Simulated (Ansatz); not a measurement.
`[SiH3]O/C=[N]\[SbH2]`, relaxed with RKS PBE0-D4/def2-TZVP in Ansatz 0.2.0 from a PBE-D4/def2-SVP geometry. The force threshold is 0.005 eV/Å; the program also tests the step.

The species carries charge 0 and has multiplicity 1. Sb takes the def2 core potential.

Start:

```xyz
11

Si   -0.676   -0.692    1.657
O    -0.086   -0.115    0.160
C     0.527    1.091   -0.038
N     0.969    1.539   -1.139
Sb    0.774    0.356   -2.894
H    -1.256   -2.034    1.347
H     0.446   -0.809    2.650
H    -1.729    0.237    2.194
H     0.626    1.709    0.889
H    -0.884   -0.125   -2.639
H     1.288   -1.155   -2.187
```

Problem. How much energy does the relaxation release, and in how many steps? (Estimate.)

Solution. Ansatz gave: 9.06 kJ/mol, in 7 steps, 1 of them rejected.

Problem. Which bonds change most? (Estimate.)

Solution. The calculation gave: N4–Sb5 from 2.126 to 2.065 Å; Si1–O2 from 1.710 to 1.667 Å; Sb5–H10 from 1.745 to 1.717 Å; Sb5–H11 from 1.745 to 1.717 Å.

Problem. Give the relaxed structure. (Best estimate.)

Solution. Computed: 
```xyz
11

Si   -0.668   -0.682    1.638
O    -0.098   -0.126    0.173
C     0.512    1.063   -0.034
N     0.944    1.490   -1.126
Sb    0.771    0.364   -2.848
H    -1.246   -2.011    1.351
H     0.448   -0.785    2.612
H    -1.698    0.246    2.168
H     0.612    1.675    0.873
H    -0.867   -0.105   -2.631
H     1.291   -1.130   -2.178
```
